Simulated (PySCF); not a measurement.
## Gas-phase thermal properties of SeF4

Computed with PySCF (xtb for GFN2) and rigid-rotor harmonic-oscillator thermochemistry at 1 bar. 6-31G* has spherical d functions here. All species are closed-shell singlets. B3LYP is the form with VWN-RPA correlation. Se: all electrons, no relativistic terms. The harmonic model lacks anharmonicity and excited electronic states, which grow with temperature; levels with a mode under 35 cm⁻¹ are left out. Warning, point group unlike the PBE0 one: SeF4 (GFN2-xTB).

```tsv
level	point group	σ	ZPE (kJ/mol)	S°298 (J/mol/K)	Cp298 (J/mol/K)	S°1000 (J/mol/K)	H1000 − H298 (kJ/mol)
B3LYP/6-31G*	C2v	2	24.8	315.8	83.1	433.0	69.4
GFN2-xTB	C4v	4	19.1	324.9	91.2	447.3	71.9
HF/6-31G*	C2v	2	28.6	306.9	78.1	420.9	67.8
PBE/def2-SVP	C2v	2	23.5	318.4	84.8	436.8	70.0
PBE0/def2-TZVP	C2v	2	25.5	312.4	82.2	429.2	69.2
```
σ: rotational symmetry number. Electronic degeneracy used: 1. Frequencies are unscaled.
